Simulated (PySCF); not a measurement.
Correlation energy of W (tungsten, neutral)

[Xe] 4f14 5d4 6s2, high-spin 5D determinant. Computed with PySCF 2.14 in ANO-RCC-VTZP (8s7p5d3f2g1h, 104 functions), with the spin-free X2C one-electron Hamiltonian (Gaussian nucleus). Frozen: [Xe] 4f14; 6 electrons correlated.

```tsv
level	correlation energy (mhartree)
CCSD	-100.80
(T)	-4.75
CCSD(T)	-105.55
```

Diagnostics: T1 = 0.027, D1 = 0.0871, largest double amplitude 0.104.

**Question.** Is a single reference adequate?

**Answer.** Mostly. T1 lies below 0.03, but a double amplitude of this size points to a near-degeneracy that CCSD handles and MP2 describes poorly.
